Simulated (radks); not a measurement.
Effect of the nuclear size on the nickel ion Ni3+, [Ar] 3d7. All-electron calculation, Dirac Kohn-Sham, PBE, spin-unpolarised, spherical densities, finite nucleus; open shells fill j = l - 1/2 first; Fermi nuclear charge, rms radius 3.7757 fm. Program: a radial shooting solver on a logarithmic mesh with Libxc functionals. The rms radius is varied about that value; shifts are against it.

\begin{tabular}{lrrrrr}
rms radius (fm) & total energy shift (eV) & density at nucleus (e/bohr^3) & 1s1/2 shift (meV) & 2s1/2 shift (meV) & 3s1/2 shift (meV) \\ \hline
3.3868 & -0.0309 & 1.971e+04 & -13.1 & -1.22 & -0.183 \\
3.6322 & -0.0118 & 1.964e+04 & -5.00 & -0.466 & -0.070 \\
3.7757 & 0 & 1.96e+04 & 0.000 & 0.000 & 0.000 \\
4.1042 & 0.0286 & 1.952e+04 & 12.1 & 1.13 & 0.170 \\
4.1759 & 0.0351 & 1.951e+04 & 14.9 & 1.39 & 0.208 \\
\end{tabular}

Slopes of the eigenvalues against <r^2> in GHz/fm^2, as finite differences over the two radii next to the reference (eigenvalue slopes, not the field-shift constants of lines): 1s1/2 1130, 2s1/2 106, 3s1/2 15.9.
